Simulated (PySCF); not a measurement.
RhOBr: fields on a plane

Method: PySCF, UB3LYP, basis Rh def2-SVP with ECP28, O def2-SVP, Br def2-SVP (scalar-relativistic core potentials, no spin–orbit coupling, density fitting).

The triplet minimum has Rh–Br 2.371 Å, Rh–O 1.677 Å; Br–Rh–O 126.5°.

The plane holds Rh1 at (0.00, 0.00), O2 at (1.68, 0.00), Br3 at (-1.41, 1.91) Å. Columns run from x = -3.45 to 4.05 Å, rows from y = 4.35 (top) to -1.95 Å, in steps of 0.3 Å. Other isomers or separated fragments may lie lower. Core electrons replaced by a potential are absent, the electrostatic potential uses the reduced nuclear charge, and values within about 0.7 Å of such atoms have no physical meaning.

Problem. Give the electron localisation function (set to 0 where the density is under 0.005 e/Å³). Every second row and column.

Solution. 
```
0.00 0.00 0.00 0.00 0.00 0.00 0.00 0.00 0.00 0.00 0.00 0.00 0.00
0.00 0.00 0.17 0.33 0.40 0.28 0.00 0.00 0.00 0.00 0.00 0.00 0.00
0.00 0.21 0.52 0.78 0.81 0.65 0.33 0.00 0.00 0.00 0.00 0.00 0.00
0.12 0.47 0.78 0.32 0.49 0.83 0.47 0.07 0.00 0.00 0.00 0.00 0.00
0.23 0.66 0.67 0.74 0.69 0.73 0.43 0.07 0.01 0.00 0.00 0.00 0.00
0.23 0.65 0.83 0.17 0.23 0.65 0.17 0.10 0.17 0.34 0.19 0.00 0.00
0.00 0.49 0.74 0.80 0.42 0.30 0.61 0.21 0.69 0.84 0.57 0.13 0.00
0.00 0.20 0.47 0.24 0.09 0.83 0.02 0.36 0.55 0.48 0.76 0.20 0.00
0.00 0.00 0.07 0.03 0.08 0.75 0.79 0.29 0.84 0.85 0.62 0.14 0.00
0.00 0.00 0.00 0.05 0.18 0.37 0.19 0.09 0.58 0.63 0.31 0.00 0.00
0.00 0.00 0.00 0.00 0.14 0.16 0.07 0.04 0.15 0.17 0.00 0.00 0.00
```

Problem. Give the electron density (e/Å³) (cut at 5 e/Å³). Every second row and column.

Solution. 
```
0.00 0.00 0.00 0.00 0.00 0.00 0.00 0.00 0.00 0.00 0.00 0.00 0.00
0.00 0.00 0.01 0.02 0.02 0.01 0.00 0.00 0.00 0.00 0.00 0.00 0.00
0.00 0.02 0.08 0.21 0.20 0.07 0.02 0.00 0.00 0.00 0.00 0.00 0.00
0.01 0.06 0.44 1.55 1.39 0.35 0.05 0.01 0.00 0.00 0.00 0.00 0.00
0.01 0.11 0.97 5.00 5.00 0.69 0.10 0.02 0.01 0.00 0.00 0.00 0.00
0.01 0.08 0.61 2.23 1.71 0.54 0.19 0.08 0.05 0.04 0.01 0.00 0.00
0.00 0.03 0.14 0.38 0.47 1.17 2.33 0.51 0.65 0.68 0.11 0.01 0.00
0.00 0.01 0.03 0.08 0.33 5.00 2.28 2.18 4.97 5.00 0.39 0.02 0.00
0.00 0.00 0.01 0.03 0.20 4.68 5.00 1.24 2.42 2.46 0.23 0.02 0.00
0.00 0.00 0.00 0.01 0.07 0.33 0.39 0.15 0.18 0.16 0.04 0.00 0.00
0.00 0.00 0.00 0.00 0.01 0.03 0.03 0.02 0.02 0.01 0.00 0.00 0.00
```

Open d and f shells are described by one determinant, and the ground state may have another occupation or spin.
